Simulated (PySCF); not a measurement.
From one molecule to another.

First species: CdMe(CCH), C₃H₄Cd (singlet state).
Cartesian coordinates in Å at the PBE0-D3(BJ)/def2-SVP level; atoms count from 1:
```xyz
8
C3H4Cd angstrom
Cd    -0.0002   -0.0036    0.0162
C     -0.0038   -0.0174    2.1109
H     -0.8492    0.5678    2.5025
H      0.9270    0.4159    2.5062
H     -0.0927   -1.0462    2.4908
C      0.0010    0.0063   -2.0360
C      0.0070    0.0305   -3.2574
H      0.0108    0.0467   -4.3332
```

Second species: C₂H₅NOSi.
SMILES: `[H]/N=C\[SiH2]C=O`

Levels: B3LYP/def2-SVPD for dipole moment, HOMO energy, LUMO energy, HOMO–LUMO gap and static isotropic polarisability; TDDFT B3LYP/def2-SVPD for lowest singlet excitation; TDA B3LYP/def2-SVPD for lowest triplet excitation (Tamm–Dancoff); ΔSCF B3LYP/def2-SVPD for vertical ionisation energy; PBE0-D3(BJ)/def2-SVP for rotational constant A and rotational constant C. Geometries: PBE0-D3(BJ)/def2-SVP. Each species is one conformer at its optimised geometry, gas phase (atoms past krypton carry core potentials, spin–orbit coupling is left out); the electronic structure was computed with PySCF and density fitting.

Dipoles, sizes and rotational constants follow the conformer. The torsions of the flexible species, by atom-mapped SMILES:
- `[H]/[N:1]=[CH:2]\[SiH2:3][CH:4]=[O:5]`: N1–C2–Si3–C4 -116°, C2–Si3–C4–O5 116°

Problem. Which has the higher vertical ionisation energy?

Solution. The first: 10.04 eV against 9.20 eV, a difference of 0.84 eV.

Problem. Which of the two has the higher rotational constant C, and by how much?

Solution. The first: 1.923 GHz against 1.815 GHz, a difference of 0.108 GHz.

Problem. Which of the two has the higher S1 energy, and by how much?

Solution. The first: 5.34 eV against 3.16 eV, a difference of 2.18 eV.

Problem. Which has the higher T1 energy?

Solution. The first: 4.66 eV against 2.49 eV, a difference of 2.17 eV.

Problem. Which of the two has the higher HOMO energy, and by how much?

Solution. The second: -7.03 eV against -7.39 eV, a difference of 0.36 eV.

Problem. Which has the higher dipole moment?

Solution. The second: 2.13 D against 0.90 D, a difference of 1.23 D.

Problem. Which has the higher LUMO energy?

Solution. The first: -0.83 eV against -2.35 eV, a difference of 1.52 eV.

Problem. Which has the higher HOMO–LUMO gap?

Solution. The first: 6.56 eV against 4.68 eV, a difference of 1.88 eV.

On the first: No computed singlet falls in the visible range (750 to 380 nm, 1.65 to 3.26 eV); S1 lies 2.08 eV above its blue end. S1 lies 1.22 eV below the HOMO–LUMO gap. Atoms past krypton carry effective core potentials; spin–orbit coupling is left out.

On the second: 1 of the 10 computed singlets lies in the visible range (750 to 380 nm, 1.65 to 3.26 eV), with an oscillator strength of 0.005. The principal polarisabilities are 54.7, 61.4 and 80.0 au; their mean is the isotropic value.
